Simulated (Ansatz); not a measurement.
`[NH2][GaH][CH2]Cl`. Total charge 0; spin multiplicity 1.

```xyz
9

N    -0.789    1.564   -0.489
Ga    0.483    0.542    0.301
C     0.130   -1.404    0.381
Cl    1.186   -2.104   -0.899
H    -0.680    2.547   -0.673
H    -1.632    1.199   -0.899
H     1.783    1.219    0.826
H    -0.894   -1.683    0.135
H     0.413   -1.880    1.317
```

(1) List the harmonic frequencies (cm⁻¹, unscaled) at PBE0-D4/def2-TZVP in Ansatz. (Estimate.)

(2) Is this a minimum?

(3) Give the ideal-gas thermochemistry at 298.15 K and 1 bar (rigid rotor, harmonic oscillator; point group C1, symmetry number 1).

(4) And at 400, 500, 600, 800 and 1000 K?

(5) Rotational constants (cm⁻¹)?

Results:

(1) The calculation gave: 36, 116, 161, 282, 381, 526, 535, 584, 704, 719, 723, 758, 1109, 1157, 1433, 1566, 2013, 3101, 3169, 3616, 3720.

(2) Yes, all 21 modes are real.

(3) Zero-point energy 158.0 kJ/mol; H(298) − E = 178.4 kJ/mol; entropy 352.6 J/(mol·K), of which translation 170.1, rotation 112.9, vibration 69.6; G(298) − E = 73.3 kJ/mol. Modes under 100 cm⁻¹ are hindered rotations or soft bends, so the harmonic entropy is rough.

(4) 
```json
{"T (K)": "400", "H − E (kJ/mol)": "189.6", "S (J/mol/K)": "384.8", "G − E (kJ/mol)": "35.7"}
{"T (K)": "500", "H − E (kJ/mol)": "202.0", "S (J/mol/K)": "412.4", "G − E (kJ/mol)": "-4.2"}
{"T (K)": "600", "H − E (kJ/mol)": "215.5", "S (J/mol/K)": "437.0", "G − E (kJ/mol)": "-46.7"}
{"T (K)": "800", "H − E (kJ/mol)": "244.8", "S (J/mol/K)": "479.1", "G − E (kJ/mol)": "-138.5"}
{"T (K)": "1000", "H − E (kJ/mol)": "276.6", "S (J/mol/K)": "514.5", "G − E (kJ/mol)": "-237.9"}
```

(5) 0.3066, 0.05545, 0.05307.
